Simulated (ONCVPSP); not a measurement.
Logarithmic derivatives: osmium, ONCV

Os (Z = 76), optimised norm-conserving Vanderbilt (ONCV), made with ONCVPSP 4.0.1 (PBEsol, scalar-relativistic). Core [Kr] 4d10, reference 4f14 5s2 5p6 5d6 6s1 (charge +1). Waves: 5s+6s: rc 1.70 bohr, ncon 4, nbas 9, qcut 5.6 1/bohr, 2 projectors; 5p: rc 1.90 bohr, ncon 3, nbas 6, qcut 8 1/bohr, 2 projectors, debl 0.7 Ha; 5d: rc 1.95 bohr, ncon 4, nbas 8, qcut 6.7 1/bohr, 2 projectors, debl 1 Ha; 4f: rc 1.10 bohr, ncon 3, nbas 8, qcut 15.4 1/bohr, 2 projectors, debl 0.8 Ha. Local part: polynomial inside 0.90 bohr (lpopt 5, dvloc0 1 Ha). Core correction: Teter function, fcfact 2, rcfact 1.15.

In the p channel the program set the typed energies aside and used -2.166, 0.250 Ha. In the f channel the program set the typed energies aside and used -2.208, 0.250 Ha.

The phase is arctan(r·R′/R) of the radial function R(r), unwrapped; energies in Ha, scanned from -5 to 5 Ha. A pole is an energy at which the radial function vanishes at the test radius. The pseudo phase is shifted by a multiple of π to meet the all-electron one at the reference energy, and phase errors are pseudo minus all-electron; the curves can meet again beyond the range given. Levels narrower than the energy grid can be missing from the lists of poles. Where the grid stepped over a known ghost or core level, its pole and its step of π were put in at the level’s energy.

```json
{"channel": "s", "radius (bohr)": "1.73", "reference energy (Ha)": "-0.48", "poles, all-electron": "-3.36", "poles, pseudo": "-3.36, -2.54", "unbroken range about the reference energy with phases within 0.05 rad": "above -2.5", "phase error 1 Ha above the reference energy (rad)": "+0.003"}
{"channel": "p", "radius (bohr)": "1.92", "reference energy (Ha)": "-2.17", "poles, all-electron": "-1.85, 4.98", "poles, pseudo": "-1.85, 4.50", "unbroken range about the reference energy with phases within 0.05 rad": "below 4.8", "phase error 1 Ha above the reference energy (rad)": "-0.000"}
{"channel": "d", "radius (bohr)": "1.98", "reference energy (Ha)": "-0.52", "poles, all-electron": "0.31", "poles, pseudo": "0.31", "unbroken range about the reference energy with phases within 0.05 rad": "the whole range", "phase error 1 Ha above the reference energy (rad)": "+0.000"}
{"channel": "f", "radius (bohr)": "1.12", "reference energy (Ha)": "-2.21", "poles, all-electron": "-1.74", "poles, pseudo": "-1.74", "unbroken range about the reference energy with phases within 0.05 rad": "the whole range", "phase error 1 Ha above the reference energy (rad)": "+0.000"}
```

Note: ghosts flagged at negative energy: s at -69.0 eV; GHOST(+) flagged for p at 157.0 eV. A true bound ghost makes a file unfit for plane-wave use.

Phases in the f channel:

```tsv
E (Ha)	all-electron	pseudo
-4.96	1.129	1.129
-4.48	1.072	1.072
-4.00	0.981	0.981
-3.52	0.806	0.806
-3.04	0.346	0.346
-2.56	-0.757	-0.757
-2.08	-1.391	-1.391
-1.60	-1.622	-1.622
-1.12	-1.744	-1.744
-0.64	-1.832	-1.832
-0.16	-1.908	-1.908
0.32	-1.984	-1.984
0.80	-2.069	-2.069
1.28	-2.172	-2.172
1.76	-2.306	-2.305
2.24	-2.486	-2.484
2.72	-2.731	-2.727
3.20	-3.045	-3.038
3.68	-3.390	-3.380
4.16	-3.698	-3.686
4.64	-3.934	-3.921
```
